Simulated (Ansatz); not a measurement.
Cost and result for the atomization energy of C₃H₈BNO, SMILES `BCO/C=N/C` (14 atoms, 13 bonds).

```json
{"atom": "B1", "x (Å)": "0.724", "y (Å)": "0.259", "z (Å)": "2.896"}
{"atom": "C2", "x (Å)": "0.278", "y (Å)": "-0.107", "z (Å)": "1.464"}
{"atom": "O3", "x (Å)": "0.462", "y (Å)": "0.948", "z (Å)": "0.524"}
{"atom": "C4", "x (Å)": "0.094", "y (Å)": "0.689", "z (Å)": "-0.732"}
{"atom": "N5", "x (Å)": "-0.391", "y (Å)": "-0.404", "z (Å)": "-1.117"}
{"atom": "C6", "x (Å)": "-0.737", "y (Å)": "-0.523", "z (Å)": "-2.509"}
{"atom": "H7", "x (Å)": "1.176", "y (Å)": "1.328", "z (Å)": "3.173"}
{"atom": "H8", "x (Å)": "0.600", "y (Å)": "-0.579", "z (Å)": "3.740"}
{"atom": "H9", "x (Å)": "0.808", "y (Å)": "-1.011", "z (Å)": "1.123"}
{"atom": "H10", "x (Å)": "-0.775", "y (Å)": "-0.428", "z (Å)": "1.467"}
{"atom": "H11", "x (Å)": "0.276", "y (Å)": "1.560", "z (Å)": "-1.370"}
{"atom": "H12", "x (Å)": "-0.532", "y (Å)": "0.384", "z (Å)": "-3.096"}
{"atom": "H13", "x (Å)": "-0.185", "y (Å)": "-1.354", "z (Å)": "-2.956"}
{"atom": "H14", "x (Å)": "-1.800", "y (Å)": "-0.761", "z (Å)": "-2.605"}
```

Total charge 0; spin multiplicity 1. Geometry: relaxed with PBE0-D4/def2-TZVP. It is one conformer, not always the lowest. Program: Ansatz. All runs use 4 threads of an Intel Xeon 6975P-C on a shared host. Times are those of one run each, without the atoms' runs, and a repeat can differ threefold. Electronic energies, without spin–orbit coupling; frozen cores. CCSD(T)/CBS adds CCSD(T) − MP2 in def2-TZVPP to the MP2 limit, and its time is that of the two runs behind it. T1 = 0.013. B3LYP takes the VWN-RPA correlation (the form of Gaussian; ORCA's B3LYP/G).

CCSD(T)/CBS is a level of theory with its own doubt, some kJ/mol a heavy atom from the limit and from the frozen cores, so smaller differences don't rank the functionals.

| level | functions | wall time | atomization (kJ/mol) | difference from CCSD(T)/CBS | per bond |
| --- | --- | --- | --- | --- | --- |
| PBE-D4/def2-TZVPP (with forces) | 298 | 2 s | 5603.6 | 179.9 | 13.8 |
| PBE0-D4/def2-TZVPP | 298 | 2.3 s | 5483.2 | 59.5 | 4.6 |
| r2SCAN-D4/def2-TZVPP (with forces) | 298 | 2.7 s | 5463.6 | 39.9 | 3.1 |
| B3LYP-D4/def2-TZVPP (with forces) | 298 | 3.8 s | 5469.3 | 45.6 | 3.5 |
| B2PLYP/def2-TZVPP | 298 | 4.3 s | 5404.0 | -19.7 | -1.5 |
| ωB97X-V/def2-TZVPP | 298 | 5 s | 5461.4 | 37.7 | 2.9 |
| ωB97M-V/def2-TZVPP (with forces) | 298 | 7 s | 5468.9 | 45.2 | 3.5 |
| MP2/def2-QZVPP | 582 | 23 s | 5464.2 | 40.5 | 3.1 |
| CCSD(T)/def2-TZVPP | 298 | 3.8 min | 5288.2 | -135.5 | -10.4 |
| CCSD(T)/CBS(def2) | – | 4.2 min | 5423.7 | 0.0 | 0.0 |

The D4 term adds +37.3 kJ/mol with B3LYP and +19.8 kJ/mol with PBE0; it sums over pairs of atoms, weighted by their polarisabilities, and B3LYP, whose exchange is more repulsive, gets the larger term. In def2-TZVPP, CCSD(T) changes the Hartree–Fock value by +1370.9 kJ/mol (the triples alone add +85.7 kJ/mol) and MP2 by +1467.0 kJ/mol; breaking electron pairs costs correlation energy, which Hartree–Fock lacks. From PBE to PBE0 (25 % exact exchange), in def2-TZVPP and without D4, the atomization energy moves by −116.5 kJ/mol: exact exchange takes away binding that semilocal exchange gives to molecules.
